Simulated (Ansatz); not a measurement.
Ansatz (a program for electronic structure) input:

Ansatz 0.2 input:
```yaml
crystal:
  periodic: [false, false, false]
  atoms:
    - {symbol: Te, position_ang: [0.00000000, 0.00000000, 0.00000000]}
    - {symbol: Cl, position_ang: [0.00000000, 0.00000000, 2.60950906]}
    - {symbol: Cl, position_ang: [-0.00000000, -0.00000000, -2.60950906]}
basis:
  gaussian:
    orbitals: def2-SVPD
total_charge: -1
magnetization: {spin_polarized: true, initial_magnetization: 1}
correlation: {method: ccsd_t, electrons: outside_noble_gas}
output: {forces: true}
```

### Question
What final total energy does it print?

### Answer
-1186.27416 Eh (CCSD(T)/def2-SVPD). The basis has 89 functions.
